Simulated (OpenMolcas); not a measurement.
**Multiconfigurational calculation on Ar2+**

Input:

```
&GATEWAY
Coord
1

Ar 0.0 0.0 0.0
Basis=ANO-L-VTZP
Group=XYZ
NoMove
AngMom=0.0 0.0 0.0
AMFI
&SEWARD
&RASSCF
FileOrb=start.orb
Symmetry=1
Spin=3
nActEl=4 0 0
Inactive=3 3
Ras2=0 3
CIRoot=3 3 1
SDav=3
CIMx=300
Iter=120 100
PrWF=0.3
OrbListing=Nothing
MaxOrb=0
Atom
>>> COPY $Project.JobIph JOB001
&RASSCF
FileOrb=start.orb
Symmetry=1
Spin=1
nActEl=4 0 0
Inactive=3 3
Ras2=0 3
CIRoot=6 6 1
SDav=6
CIMx=300
Iter=120 100
PrWF=0.3
OrbListing=Nothing
MaxOrb=0
Atom
>>> COPY $Project.JobIph JOB002
&RASSI
NrOfJobIphs=2 3 6
1 2 3
1 2 3 4 5 6
IphNames
JOB001
JOB002
EJob
SpinOrbit
DIPRint=1.0
SOCoupling=1000.0
Subsets=2
MEES
Property=10
'ANGMOM' 1 'ANGMOM' 2 'ANGMOM' 3 'MLTPL  1' 1 'MLTPL  1' 2 'MLTPL  1' 3
'AMFI' 1 'AMFI' 2 'AMFI' 3 'MLTPL  2' 6
SOProperty=3
'ANGMOM' 1 'ANGMOM' 2 'ANGMOM' 3
```

Launched by
```bash
OMP_NUM_THREADS=1 MOLCAS_MEM=1689 MOLCAS_PROJECT=a pymolcas a.inp > a.log  # once for each step of the input, in one work folder
```

A driver script runs the steps one by one and writes start.orb anew before each from the orbitals found so far.

Output, cut to the results:

```
--- SEWARD ---
Basis set label: AR.ANO-L...5S4P2D1F.

      Electronic valence basis set:
      ------------------
      Associated Effective Charge  18.000000 au
      Associated Actual Charge     18.000000 au
      Nuclear Model: Point charge

      Shell  nPrim  nBasis  Cartesian Spherical Contaminant
         s      17       5        X
         p      12       4        X
         d       5       2                 X
         f       4       1                 X
                  Atomic mean-field integrals
--- RASSCF ---
Wave function specifications:
      -----------------------------

      Number of closed shell electrons          12
      Number of electrons in active shells       4
      Max number of holes in RAS1 space          0
      Max nr of electrons in RAS3 space          0
      Number of inactive orbitals                6
      Number of active orbitals                  3
      Number of secondary orbitals              25
      Spin quantum number                      1.0
      State symmetry                             1
Orbital specifications:
      -----------------------

      Symmetry species                           1   2
                                                ag  au
      Frozen orbitals                            0   0
      Inactive orbitals                          3   3
      Active orbitals                            0   3
      RAS1 orbitals                              0   0
      RAS2 orbitals                              0   3
      RAS3 orbitals                              0   0
      Secondary orbitals                        12  13
      Deleted orbitals                           0   0
      Number of basis functions                 15  19
      Number of CSFs                             3
      Number of root(s) required                 3
      Iter CI   SX   CI       RASSCF       Energy    max ROT     max BLB   max BLB  Level Ln srch  Step   QN
          iter iter root      energy       change     param      element    value   shift minimum  type update
 Nr of preliminary CI iterations:   1
        1   1    8    0  -525.14546566    0.00E+00   1.42E-01*   3   4 1  3.48E-01*  0.00   0.00    SX    NO
        2   1    7    0  -525.29600785   -1.51E-01* -9.00E-03    3   5 1  5.23E-02*  0.00   0.00    SX    NO
        3   1    7    0  -525.29775041   -1.74E-03*  1.69E-03    3  12 2  7.28E-03*  0.00   0.00    SX    NO
        4   1    7    0  -525.29778388   -3.35E-05*  2.36E-04    3   5 1  1.20E-03*  0.00   0.00    SX    NO
        5   1    5    0  -525.29778472   -8.48E-07*  3.79E-05    3  12 2  1.66E-04*  0.00   0.88    QN   YES
        6   1    4    0  -525.29778475   -2.32E-08* -3.54E-06    3   4 1  1.15E-05   0.00   1.03    QN   YES
        7   1    3    0  -525.29778475   -8.63E-11  -3.36E-07    3   4 1  1.04E-06   0.00   1.07    QN   YES
      Convergence after  7 iterations
        8   1    3    0  -525.29778475    2.27E-13  -3.36E-07    3   4 1  7.13E-08   0.00   1.07    QN   YES
      Natural orbitals and occupation numbers for root  1
      sym 2:   1.000000   2.000000   1.000000
      Natural orbitals and occupation numbers for root  2
      sym 2:   2.000000   1.000000   1.000000
      Natural orbitals and occupation numbers for root  3
      sym 2:   1.000000   1.000000   2.000000
::    RASSCF root number  1 Total energy:   -525.29778475
::    RASSCF root number  2 Total energy:   -525.29778475
::    RASSCF root number  3 Total energy:   -525.29778475
--- RASSCF ---
Wave function specifications:
      -----------------------------

      Number of closed shell electrons          12
      Number of electrons in active shells       4
      Max number of holes in RAS1 space          0
      Max nr of electrons in RAS3 space          0
      Number of inactive orbitals                6
      Number of active orbitals                  3
      Number of secondary orbitals              25
      Spin quantum number                      0.0
      State symmetry                             1
Orbital specifications:
      -----------------------

      Symmetry species                           1   2
                                                ag  au
      Frozen orbitals                            0   0
      Inactive orbitals                          3   3
      Active orbitals                            0   3
      RAS1 orbitals                              0   0
      RAS2 orbitals                              0   3
...
--- RASSI ---
SPIN-FREE ENERGIES:
  (Shifted by EMIN (a.u.) =       -525.2977847468)

 SF State       Relative EMIN(au)   Rel lowest level(eV)    D:o, cm**(-1)      L_eff

     1             0.0000000000        0.0000000000              0.0000         1.0
     2             0.0000000000        0.0000000000              0.0000         1.0
     3             0.0000000000        0.0000000000              0.0000         1.0
     4             0.0749758568        2.0401969973          16455.2985         2.0
     5             0.0749758568        2.0401969973          16455.2985         2.0
     6             0.0749758568        2.0401969973          16455.2985         2.0
     7             0.0749758568        2.0401969973          16455.2985         2.0
     8             0.0749758568        2.0401969973          16455.2985         2.0
     9             0.1868601986        5.0847250385          41011.0732         0.0
     Dipole printing threshold changed to   1.00000000E+00
Eigenvalues of complex Hamiltonian:
   -----------------------------------
  (Shifted by EMIN (a.u.) =       -525.2977847468)

 SO State       Relative EMIN(au)   Rel lowest level(eV)    D:o, cm**(-1)     J-value

     1            -0.0023571496        0.0000000000              0.0000         2.0
     2            -0.0023571496        0.0000000000              0.0000         1.7
     3            -0.0023571496        0.0000000000              0.0000         1.1
     4            -0.0023571496        0.0000000000              0.0000         1.8
     5            -0.0023571496        0.0000000000              0.0000         1.0
     6             0.0022285232        0.1247825127           1006.4388         0.6
     7             0.0022285232        0.1247825127           1006.4388         0.6
     8             0.0022285232        0.1247825127           1006.4388         1.0
     9             0.0042391730        0.1794950824           1447.7255         0.0
...
```

The J values that RASSI prints are effective ones from its own formula and need not be integers or half-integers; the table below assigns J from the states.

Levels above the lowest, from the spin-orbit matrix, grouped by J:

| Configuration | Term | J | E (cm-1) | Measured (cm-1) | Term weight % |
| --- | --- | --- | --- | --- | --- |
| 3s2 3p4 | 3P | 2 | 0.0 | 0.0 | 100 |
| 3s2 3p4 | 3P | 1 | 1006 | 1112 | 100 |
| 3s2 3p4 | 3P | 0 | 1448 | 1570 | 100 |
| 3s2 3p4 | 1D | 2 | 17001 | 14010 | 100 |
| 3s2 3p4 | 1S | 0 | 41576 | 33266 | 100 |

Against the 4 measured excited levels shown (Saloman, J. Phys. Chem. Ref. Data 39, 033101 (2010)) the mean absolute deviation is 2900 cm-1; the largest miss in energy is 3s2 3p4 1S0: computed 41576, measured 33266 cm-1 (+25.0 %).

With the s shell closed, the reference lacks s² → p² mixing. Measured partners are found by configuration, term and J. A level has none where our copy of the source lacks it or the pairing is in doubt (some pairs that miss far off the trend of their configuration count as doubtful), and it then counts in no deviation. Only configurations of the active space appear.

The term weight is that of the spin-free term in the level, not the purity of its configuration.
